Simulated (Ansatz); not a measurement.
# RhCl₆ (charge -3): shapes and states compared

Program: Ansatz, Gaussian basis, development build. Basis cc-pwCVTZ-PP on Rh, cc-pV(T+d)Z on Cl, scalar-relativistic core potentials (28 electrons on Rh), no spin–orbit coupling, 30 orbitals frozen in the corrections, fitted integrals; active space CAS(10,12), shells under the valence barred from it. Restricted Hartree–Fock, then the lowest state-specific CASSCF solution met for each case. On stretched bonds single-reference methods can fail or change state. Unlike active orbitals can shift such differences by tenths of an eV, at times by over 1 eV.

Case A, singlet:

```xyz
7

Rh    0.0000    0.0000    0.0000
Cl    2.3500    0.0000    0.0000
Cl   -2.3500    0.0000    0.0000
Cl    0.0000    2.3500    0.0000
Cl    0.0000   -2.3500    0.0000
Cl    0.0000    0.0000    2.3500
Cl    0.0000    0.0000   -2.3500
```

Case B, triplet: the shape of A.

Energy less that of case A, in eV:

```json
{"case": "B", "RHF/ROHF": "+1.478", "CASSCF": "+1.762"}
```

Question: Give the SC-NEVPT2 energies against case A.

Answer: B: +1.865 eV (43.0 kcal/mol).

Question: Which case is lowest, and do the methods agree?

Answer: A is lowest in SC-NEVPT2. Of the methods shown, RHF/ROHF, CASSCF agree.
